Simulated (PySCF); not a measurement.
Calculation: ωB97X-D3(BJ)/def2-TZVP // PBE0-D3(BJ)/def2-SVP (PySCF). Isolated molecules, 0 K electronic values unless said otherwise. One relaxed conformer stands for a flexible species; it need not be the lowest. Excitations are Tamm–Dancoff values on a coarser integration grid. The basis has no diffuse functions, so Rydberg states are missing or too high.

Reference species (SMILES): `Bc1ccc2cccc-2cc1O` (neutral, multiplicity 1).

- T1 excitation (TDA) = 1.31 eV
- LUMO = -1.15 eV

Changed species: `Bc1cccc2cc(O)cc-2c1`.

**Question.** Give the shifts of the T1 excitation (TDA) and LUMO.

**Answer.** the T1 excitation (TDA) rises by 0.93 eV, to 2.24 eV; the LUMO goes up by 0.51 eV, to -0.64 eV.
